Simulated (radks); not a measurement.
Results of a calculation; reference values are marked as such.
The nuclear charge of the antimony ion Sb+ is varied continuously with 50 electrons held in [Kr] 4d10 5s2 5p2. Code: a radial shooting solver on a logarithmic mesh with Libxc functionals. Model: scalar-relativistic Kohn-Sham, LDA (Slater exchange, Perdew-Wang correlation), spin-polarised, spherical densities, finite nucleus; open shells are filled with parallel spins first (spin-orbit coupling, left out, can overturn this in heavy ions); Fermi nuclear charge, rms radius 4.6802 fm. By the Hellmann-Feynman theorem dE/dZ = E(electron-nucleus)/Z, the electronic potential at the nucleus (averaged over a nucleus of fixed radius). The scalar-relativistic energy here is not variational (the density holds large components alone), so the two differ by a part that grows with Z.

Z     E (hartree)  E(electron-nucleus)/Z (hartree)  HOMO  e(HOMO) (eV)  <r> HOMO (bohr)
50.6  -6352.98319                         -303.567    5p        -9.073            2.817
50.8  -6414.07248                         -305.225    5p       -10.864            2.724
51    -6475.49649                         -306.884    5p       -12.735            2.642
51.2  -6537.25528                         -308.542    5p       -14.683            2.567
51.4  -6599.34898                         -310.202    5p       -16.706            2.498
51.6  -6661.77770                         -311.861    5p       -18.799            2.436
51.8  -6724.54161                         -313.522    5p       -20.963            2.378
52    -6787.64089                         -315.183    5p       -23.193            2.324

The central difference of E at Z = 51 is -307.957 hartree, to compare with the third column; the second derivative is -8.37 hartree.
